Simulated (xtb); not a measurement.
Mo(O)(NH)(NH2)(Me) (CH6MoN2O), SMILES [NH2][Mo]([CH3])(=[O])=[NH], multiplicity 1. All values are semi-empirical tight-binding results from xtb (GFN2-xTB unless named), good for trends rather than for accurate numbers. Coordinates come from a GFN2-xTB optimisation. The spin state was assumed, not searched. The structure was generated by enumeration; whether it is a known compound was not checked. Other conformers were not sampled.

Optimised geometry:

```xyz
11

Mo     0.1110     0.0231    -0.1075
O      1.6612     0.1714     0.4188
N     -0.2925    -1.0732    -1.3898
H     -0.2564    -1.7516    -2.1452
N     -0.8484     1.6630    -0.2353
H     -0.5406     2.5134     0.2464
H     -1.6198     1.9288    -0.8509
C     -0.7839    -0.9584     1.5886
H     -0.3329    -1.9344     1.8049
H     -1.8620    -1.1300     1.4612
H     -0.6520    -0.3475     2.4935
```

For metal compounds this method's bond lengths and energies can be far off.

```yaml
orbital_gap: 2.99 eV
zero_point_energy: 46.2 kcal/mol
G − E(el) at 298.15 K (modified RRHO): 25.9 kcal/mol
```

**Question.** Give the atomic charges and the Wiberg bond orders between heavy atoms. (An estimate is asked for; the answer gives what the named calculation found.)

**Answer.** charges (e) Mo1 0.77, O2 -0.51, N3 -0.47, H4 0.18, N5 -0.39, H6 0.20, H7 0.19, C8 -0.20, H9 0.08, H10 0.07, H11 0.07. Bond orders Mo1–O2 2.10, Mo1–N3 2.22, Mo1–N5 1.34, Mo1–C8 1.06.
